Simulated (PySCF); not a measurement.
## From a computed spectrum to the compound

A species of 4 atoms with charge 3 has these harmonic modes (PBE0, small Gaussian bases with core potentials, PySCF 2.14.0):

| cm⁻¹ | km/mol | symmetry |
| --- | --- | --- |
| 429 | 28.5 | a1 |
| 661 | 92.3 | b2 |
| 729 | 424.2 | b1 |
| 1664 | 148.9 | a1 |
| 3458 | 770.9 | a1 |
| 3478 | 521.2 | b2 |

(1) Which species is it, and in which structure?

Answers

(1) [La(H2O)]3+ (singlet):
```xyz
4

La    0.0000    0.0000   -0.2753
O     0.0000    0.0000    2.0532
H     0.7760    0.0000    2.6795
H    -0.7760    0.0000    2.6795
```
Ideal gas at 298.15 K and 1 bar: S = 259.4 J/(mol K), Cp = 46.4 J/(mol K), H − H(0 K) = 11.3 kJ/mol (rigid rotor, harmonic modes, spin degeneracy alone). 
 Other answers can fit too; this one was computed.
